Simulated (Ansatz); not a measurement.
`C=COBC` and `CBO` differ in one atom or group.

Ansatz, PBE0-D4/def2-TZVP geometries, multiplicity 1. Each molecule was computed in one conformer, which needn't be the lowest.

| property | `C=COBC` |
| --- | --- |
| size of the dipole moment (ωB97M-V/def2-TZVPP) / D | 1.32 |
| HOMO–LUMO gap (B3LYP/def2-TZVPP) / eV | 6.75 |
| HOMO–LUMO gap (PBE/def2-TZVPP) / eV | 5.02 |
| HOMO–LUMO gap (PBE0/def2-TZVPP) / eV | 7.22 |
| HOMO energy (PBE/def2-TZVPP) / eV | -6.21 |
| size of the dipole moment (B3LYP/def2-TZVPP) / D | 1.30 |

Problem. What does the change do to each property? (Estimate.)

Solution. Ansatz gave: 
```json
{"property": "size of the dipole moment (ωB97M-V/def2-TZVPP) / D", "`CBO`": "1.05", "shift": "-0.27"}
{"property": "HOMO–LUMO gap (B3LYP/def2-TZVPP) / eV", "`CBO`": "8.33", "shift": "1.58"}
{"property": "HOMO–LUMO gap (PBE/def2-TZVPP) / eV", "`CBO`": "6.29", "shift": "1.27"}
{"property": "HOMO–LUMO gap (PBE0/def2-TZVPP) / eV", "`CBO`": "8.78", "shift": "1.56"}
{"property": "HOMO energy (PBE/def2-TZVPP) / eV", "`CBO`": "-7.09", "shift": "-0.88"}
{"property": "size of the dipole moment (B3LYP/def2-TZVPP) / D", "`CBO`": "1.05", "shift": "-0.25"}
```

With PBE0 the HOMO falls by 1.19 eV and the LUMO rises by 0.38 eV, so the gap widens by about 1.57 eV. PBE moves the HOMO by -0.88 eV and ωB97M-V by -1.26 eV. Dipoles are sizes alone; their direction can turn.

B3LYP here is the variant with VWN-RPA as its local correlation; programs differ in this.
